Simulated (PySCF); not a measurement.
Compound: C7H8O.
Numbering: `[cH:1]1[cH:2][c:3]([CH:4]2[CH2:5][CH2:6]2)[cH:7][o:8]1` (hydrogens: H9 on C1; H10 on C2; H11 on C4; H12, H13 on C5; H14, H15 on C6; H16 on C7)

Computed with TDDFT CAM-B3LYP/def2-SVPD, vertical, gas phase, core orbitals frozen in the response in PySCF 2.14.0, density-fitted response routines. Isolated species at its GFN2-xTB geometry (one conformer only). Torsions of this conformer, `[cH:1]1[cH:2][c:3]([CH:4]2[CH2:5][CH2:6]2)[cH:7][o:8]1`: C2–C3–C4–C5 36°.

Each state is given a Gaussian of 0.3 eV full width at half maximum, with ε(max) = 2.175×10⁸ f / Δν̃ (Δν̃ the width in cm⁻¹). The cross-section is σ = 3.8235×10⁻²¹ ε cm², given in Mb (10⁻¹⁸ cm²). The width is an assumption, not a result. The curve ends short of the highest state used, and states not computed would add to its high-energy end.

```tsv
λ (nm)	σ (Mb)
176.4	1.64
177.1	2.17
177.9	3.02
178.7	4.10
179.5	5.32
180.3	6.56
181.0	7.55
181.8	8.44
182.6	8.94
183.4	8.99
184.2	8.59
184.9	7.93
185.7	6.91
186.5	5.75
187.3	4.58
188.1	3.51
188.8	2.71
189.6	2.01
190.4	1.57
191.2	1.41
192.0	1.56
192.7	2.01
193.5	2.95
194.3	4.45
195.1	6.61
195.9	9.53
196.6	12.72
197.4	17.03
198.2	21.91
199.0	27.07
199.7	31.53
200.5	36.18
201.3	39.96
202.1	42.52
202.9	43.62
203.6	43.31
204.4	41.57
205.2	38.56
206.0	34.59
206.8	30.03
207.5	25.85
208.3	21.16
209.1	16.79
209.9	12.93
210.7	9.68
211.4	7.34
212.2	5.21
213.0	3.60
213.8	2.42
214.6	1.59
215.3	1.07
216.1	0.67
216.9	0.41
217.7	0.24
218.4	0.15
219.2	0.09
```

Problem. Where are the band maxima, and which computed states make them?

Solution. 203 nm (6.11 eV), ε about 11000, made up of S1 (100%); 183 nm (6.77 eV), ε about 2400, made up of S3 (38%) and S4 (62%) (ε in L mol⁻¹ cm⁻¹; maxima over ε = 5, shares over 10%). The states used: S1 6.11 eV (f 0.127); S2 6.38 eV (f 0.0004); S3 6.74 eV (f 0.010); S4 6.79 eV (f 0.016); S5 7.07 eV (f 0.0007); S6 7.41 eV (f 0.038); S7 7.44 eV (f 0.0032); S8 7.63 eV (f 0.0025).

Problem. On this curve, what absorbance would a 10⁻⁵ mol/L sample give at 193 nm over a 1 cm path?

Solution. 193 nm is 6.424 eV, where ε is about 600 L mol⁻¹ cm⁻¹, so A = ε c l ≈ 0.006 (Beer–Lambert, with the gas-phase spectrum and the assumed width).

Problem. Coming from long wavelengths, where does ε first pass 100 L mol⁻¹ cm⁻¹?

Solution. At about 217 nm (5.71 eV), 0.39 eV below S1.

Problem. What would ε be at 6.11 eV, the highest of these maxima, with half the width (0.15 eV)?

Solution. About 22800 L mol⁻¹ cm⁻¹ against 11400, a factor of about 1.99; a lone state at its own centre would give exactly 2.

On an x86-64 server with one thread, shared host, this took 1.7 min wall.
